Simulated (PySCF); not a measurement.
Computed shifts of a molecule C₄H₅Cl, PBE/pcSseg-1 in PySCF, GIAO, gas phase, atoms alike by connectivity averaged where their shifts nearly agree, in ppm (number of nuclei): ¹³C: 156.1 (1), 142.8 (1), 126.9 (1), 122.9 (1). ¹H: 6.68 (1), 6.18 (1), 5.81 (1), 5.77 (2). References: ¹³C against TMS (σ = 182.0 ppm); ³⁵Cl against HCl (σ = 936.5 ppm); ¹H against TMS (σ = 31.49 ppm), references at their B3LYP-D3(BJ)/def2-TZVP geometries, non-relativistic (without spin–orbit terms, shifts of atoms bonded to Cl or Br come out too high). Coordinates come from a B3LYP-D3(BJ)/def2-SVP optimisation. The values are those of a single conformer.

**Question.** Pick the molecule that these values belong to.
(A) C=C=C(C)Cl
(B) C=CC(=C)Cl
(C) C#CCCCl
(D) ClC1=CCC1

**Answer.** B, C=CC(=C)Cl
